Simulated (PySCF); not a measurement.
An equivalent PySCF input for Kr⁺ (krypton, charge +1), [Ar] 3d10 4s2 4p5, 2P determinant, with the spin-free X2C one-electron Hamiltonian (Gaussian nucleus):

```python
from pyscf import gto, scf, dft, mp, cc
import basis_set_exchange as bse
mol = gto.M(atom="Kr 0 0 0", charge=1, spin=1, symmetry="D2h",
            basis=gto.basis.parse(bse.get_basis("aug-cc-pVQZ-DK", elements=["Kr"], fmt="nwchem")),
            nucmod="G")
mf = scf.UHF(mol).sfx2c1e()
mf.irrep_nelec = {'Ag': (6, 6), 'B1g': (1, 1), 'B2g': (1, 1), 'B3g': (1, 1), 'B1u': (3, 3), 'B2u': (3, 3), 'B3u': (3, 2)}
mf.kernel()
```

It reaches the same state as the run whose output follows, and the same energy. The run itself started from symmetry-adapted Hartree-Fock orbitals and held the occupation by maximum overlap, so the iterations belong to that start.

```
SCF conv_tol = 1e-09
number electrons alpha = 18  beta = 17
cycle= 1 E= -2787.70013419355  delta_E= -0.00591  |g|= 0.0317  |ddm|= 0.0626
cycle= 2 E= -2787.70076842121  delta_E= -0.000634  |g|= 0.0113  |ddm|= 0.0215
cycle= 3 E= -2787.70086341993  delta_E= -9.5e-05  |g|= 0.000665  |ddm|= 0.0128
cycle= 4 E= -2787.7008637728  delta_E= -3.53e-07  |g|= 0.000216  |ddm|= 0.00157
cycle= 5 E= -2787.70086379202  delta_E= -1.92e-08  |g|= 5.79e-05  |ddm|= 0.000544
cycle= 6 E= -2787.70086379527  delta_E= -3.24e-09  |g|= 1.05e-05  |ddm|= 0.000273
cycle= 7 E= -2787.70086379537  delta_E= -1.07e-10  |g|= 1.18e-06  |ddm|= 5.56e-05
converged SCF energy = -2787.70086379537  <S^2> = 0.75801487  2S+1 = 2.0079989
```
